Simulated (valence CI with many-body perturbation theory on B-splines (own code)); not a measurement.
**Mn XX in brief**

Level of theory: configuration interaction combined with many-body perturbation theory (CI+MBPT): four valence electrons over a frozen Dirac-Fock core [He], a basis of 9 s, 9 p, 8 d, 6 f, 3 g, 1 h functions for each j, with the one-electron correlation potential Σ1, the two-electron term Σ2, the three-electron term Σ3, Breit, model QED; selected CI, second order for the rest, scaled by the run's own slope (own B-spline code, finite nucleus).

No measured spectrum was set against this ion. As an estimate, levels of excited configurations hold to 0.05 to 0.15 % of their energy, terms of the ground configuration to about 0.5 %. Among the levels kept, up to 410 cm⁻¹ of a level comes from second order outside the variational space, and about a tenth of that is noise between levels of different J, which matters for small intervals.

Rates and lifetimes use the calculated energies. Strong lines usually hold to 10 to 20 %, long lifetimes can be off by a factor of two.

What is the ground level?

2s²2p² ³P_0, composition 91 % 2s²2p² ³P + 8 % 2s²2p² ¹S.

How well does LS coupling describe the low levels?

Among the lowest 20 levels the leading LS term, summed over configurations, holds 90 % on average. For single configurations the figures are 89 % in LS and 76 % in jj coupling. Terms mix most in the J = 2 level at 7.937 Ry, where the leading one holds 77 %.

Where does the other parity begin?

At 2s2p³ ⁵S°_2, 4.036 Ry.

What are the static dipole polarisabilities of the lowest levels?

2s²2p² ³P_0 0.0132; 2s²2p² ³P_1 0.0138 (tensor 0.00065); 2s²2p² ³P_2 0.0135 (tensor -0.00030); 2s²2p² ¹D_2 0.0128 (tensor 0.0027) bohr³, of which the core gives 2.36e-05.

Name the longest-lived excited levels whose lifetime is computed, and their main decay.

2s²2p² ³P_2 at 0.901 Ry lives 1.54 ms, mostly by M1 to 2s²2p² ³P_1; 2s²2p² ³P_1 at 0.544 Ry lives 284 μs, mostly by M1 to 2s²2p² ³P_0; 2s²2p² ¹D_2 at 1.937 Ry lives 51.9 μs, mostly by M1 to 2s²2p² ³P_1.

What is the ionisation energy?

1539 eV; NIST lists 1537.2 ± 0.8 eV (semi-empirical).

Among levels below 69.153 Ry, which E1 lines absorb most strongly from the ground level?

to 2s²2p3d ³D°_1 at 1.345 nm, f = 1.27; to 2s2p³ ³D°_1 at 13.83 nm, f = 0.0838; to 2s²2p3s ³P°_1 at 1.430 nm, f = 0.0549.
